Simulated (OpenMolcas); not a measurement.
**What dynamic correlation does to the levels of neutral tin**

| Quantity | Value |
| --- | --- |
| Program | OpenMolcas 26.06 |
| Basis | ANO-R3 [8s7p5d3f2g1h] |
| Scalar Hamiltonian | X2C, finite nucleus |
| Active space | 2 electrons in 3 orbitals (5p) |
| State averaging | 2S+1 = 3 even, 3 roots; 2S+1 = 1 even, 6 roots |
| Spin-orbit coupling | state interaction with AMFI integrals over the reference wave functions, term energies averaged over their components |

Methods on the same reference wave functions:
A. CASSCF
B. SS-CASPT2, IPEA 0.25 Eh, imaginary shift 0.1 Eh (closed shells correlated: 4d 5s)

Energies in cm-1 above 5s2 5p2 3P0, the measured ground level; measured values from NIST Handbook of Basic Atomic Spectroscopic Data.

```tsv
Level	A	B	Measured
5s2 5p2 3P0	0.0	0.0	0.0
5s2 5p2 3P1	1343	1444	1692
5s2 5p2 3P2	3052	3050	3428
5s2 5p2 1D2	10263	8440	8613
5s2 5p2 1S0	21585	16980	17162
```

Deviations, from unrounded energies. A percentage is the sum of absolute deviations over the sum of measured energies, with the sign that they share, or ± where signs differ.

```csv
Against measurement,Levels,A,B
mean absolute deviation (cm-1),4,1700,250
fine structure of the ground term (%),2,-14.1,-12.2
other terms of the ground configuration (%),2,+23.6,-1.4
```

B lies closest to measurement on these levels. The largest miss of B in the table is 5s2 5p2 3P2, by -380 cm-1. The ranking rests on the paired levels alone, and a cruder setting can come out closer through cancelling errors.

From A to B the spin-free energies of the other terms of 5s2 5p2 shown, above 3P, scale by factors of 0.73 to 0.75.

The lowest spin-free term lies below A's lowest term by 0.539 hartree in B.

Term energies are means over components that CASPT2 splits; among the terms shown or strongly mixed into the levels shown the widest spread is 78 cm-1 (5s2 5p2 1D, B). With the s shell closed, the reference lacks s² → p² mixing. Computed and measured levels are paired by configuration, term and J; levels that our copy of the source lacks, or whose pairing is in doubt (as where it misses far off the trend of its configuration), stay unpaired and out of the deviations. Levels of configurations outside the active space are missing.
